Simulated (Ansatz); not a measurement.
An input meant for the cluster Cr3⁻ (charge -1, doublet).

```yaml
crystal:
  periodic: [false, false, false]
  atoms:
    - {symbol: Cr, position_ang: [0.990203, -0.907120, -0.713758]}
    - {symbol: Cr, position_ang: [-0.880744, 1.219328, -0.763682]}
    - {symbol: Cr, position_ang: [-0.880744, 0.919328, -0.813682]}
basis:
  gaussian: {orbitals: cc-pVDZ}
total_charge: -1
magnetization: {spin_polarized: true, initial_magnetization: 1}
hamiltonian: {xc: {name: B3LYP}, dispersion: d3bjatm}
scf: {omitted_lower_state_checks: [starts]}
```

```sh
$ ansatz run in.yaml --threads 4 --pin off --events-out ev --progress --plain --max-ram 3916MiB
```

It prints (some lines left out):

```
Functional definition: B3LYP
1423 factors; integrals over basis functions are off by at most 1.7e-4 eV
mean field evaluation 1: about -80210.8129 eV, gradient 3.6e2 eV
mean field evaluation 2: about -73529.4671 eV, gradient 8.4e2 eV
mean field evaluation 4: about -80459.3207 eV, gradient 2.2e2 eV
mean field evaluation 8: about -80458.3266 eV, gradient 2.2e2 eV
mean field evaluation 16: about -80817.7625 eV, gradient 5.4e0 eV
mean field evaluation 32: about -80817.3457 eV, gradient 4.1e-1 eV
mean field evaluation 64: about -80817.4179 eV, gradient 1.6e-5 eV
a density is far from that of the atoms, so the factors are made again for it
1717 factors; integrals over basis functions are off by at most 4.6e-5 eV
mean field -80817.41792467 eV, -2969.9853287183 hartree, gradient 3.7e-6 eV, S^2 2.768989; 0 other end points of the search recorded, 1 dependent functions left out
reference -80817.41808983 eV, -2969.9853347876 hartree; 37, 36 occupied and 91, 92 virtual orbitals, 1717 factors
Total energy: -80817.68669787 eV, -2969.9952059512 hartree
Checks for a lower state left out: starts
```

Q: Something in this input is off. What?

A: One atom was put on top of another. Self-consistency was reached. The result belongs to that input, not to the species as meant. The highest occupied level of an anion often lies above zero with these methods, and sets without diffuse functions describe the outer electron poorly. The charge -1 doublet is spin-contaminated (final ⟨S²⟩ up to 2.77, 0.75 for a pure state).
